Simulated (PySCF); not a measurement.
InI2, SMILES [I][In+][I], charge +1. The structure is a stationary point at PBE-D3(BJ)/def2-SVP. The spin state was assumed, not searched. The isomer is the one that the SMILES or the coordinates give; other isomers of the formula were not compared. The def2 effective core potentials stand for the cores of I, In; spin–orbit coupling is left out.

Computed equilibrium geometry at PBE-D3(BJ)/def2-SVP (PySCF confirms it by a frequency run) as a Z-matrix, and its point group:
point group D∞h.
```
In
I 1 2.5913
I 1 2.5913 2 180.00
```
Charge +1, spin multiplicity 1.
